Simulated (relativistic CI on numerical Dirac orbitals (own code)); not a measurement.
Ti3+ in a cubic cluster: 1s photoemission with charge transfer

Computed with a charge-transfer multiplet model of a cubic metal-ligand cluster with up to 2 ligand holes, Slater and spin-orbit integrals from Dirac-Coulomb-Breit ions, Slater integrals scaled by 0.8. The ground state mixes d1 with configurations of k ligand holes L, whose averages lie at kΔ + k(k − 1)U_dd/2; a core hole lowers each added d electron by U_cd. 300 K, Lorentzian 1.1 eV and Gaussian 0.6 eV FWHM.

Atomic integrals in eV (Slater integrals scaled, ζ unscaled), ground: F2dd 6.578, F4dd 4.090, zeta_d 0.017; with the core hole: F2dd 6.578, F4dd 4.090, zeta_d 0.030, G2cd 0.039. Where a configuration has fewer than two d electrons, the dd integrals are those of d2.

Cluster parameters (eV): Δ = 4.9, U_cd = 4.8, 10Dq = 1.8, 10Dq(ligand) = 0.5, V(eg) = 1.75, V(t2g) = -0.8, final-state hopping factor = 0.8.

```tsv
Case	n_d	d1	d2L	d3L2	S
U_dd = 2.5 eV	1.35	0.68	0.29	0.03	0.50
U_dd = 3.9 eV	1.34	0.69	0.29	0.03	0.50
U_dd = 4.6 eV	1.33	0.69	0.28	0.02	0.50
U_dd = 5.3 eV	1.33	0.70	0.28	0.02	0.50
U_dd = 6 eV	1.32	0.70	0.28	0.02	0.50
```

Weights, n_d and S are thermal averages at 300 K. Binding energies count from the first peak over 30 % of the highest in each spectrum, which can be another peak from case to case. The parameters are a model scan and need not match a compound or its usual spin state. Peaks in eV (height, largest 100):
- U_dd = 2.5 eV: 0.0 (100), 5.6 (17)
- U_dd = 3.9 eV: 0.0 (100), 5.9 (15)
- U_dd = 4.6 eV: 0.0 (100), 5.9 (14)
- U_dd = 5.3 eV: 0.0 (100), 6.0 (13)
- U_dd = 6 eV: 0.0 (100), 6.0 (12)

Curve for U_dd = 5.3 eV (points under 2 left out, the grid thinned):

E (eV), Intensity and a bar:
```
     -3.3        3.3 
     -3.1        3.8 #
     -2.8        4.6 #
     -2.5        5.7 #
     -2.3        6.7 #
     -2.1        8.0 ##
     -1.8       10.7 ###
     -1.5       15.0 ####
     -1.3       19.5 #####
     -1.1       26.0 #######
     -0.8       41.9 ############
     -0.5       67.3 ####################
     -0.3       85.9 ##########################
     -0.1       98.3 ##############################
      0.2       93.2 ############################
      0.5       67.4 ####################
      0.7       50.1 ###############
      0.9       36.9 ###########
      1.2       25.1 #######
      1.5       19.5 #####
      1.7       17.6 #####
      1.9       16.2 ####
      2.2       13.7 ####
      2.5       10.8 ###
      2.7        9.2 ##
      2.9        8.1 ##
      3.2        7.4 ##
      3.5        7.2 ##
      3.7        7.0 ##
      3.9        6.7 #
      4.2        5.9 #
      4.5        5.4 #
      4.7        5.4 #
      4.9        5.6 #
      5.2        6.8 #
      5.5        9.3 ##
      5.7       11.2 ###
      5.9       12.6 ###
      6.2       12.0 ###
      6.5        9.0 ##
      6.7        6.8 #
      6.9        5.1 #
      7.2        3.5 
      7.5        2.5 
      7.7        2.1
```

For the case U_dd = 3.9 eV, Δ = 4.9 eV is larger than U_dd = 3.9 eV, the Mott-Hubbard side of the Zaanen-Sawatzky-Allen scheme. With the core hole the average of the configuration with one ligand hole lies at Δ − U_cd = 0.1 eV before mixing: the effective hopping of about 3.1 eV (from the holes of the mixed ground state) is comparable with this gap or larger, so the configurations mix strongly.
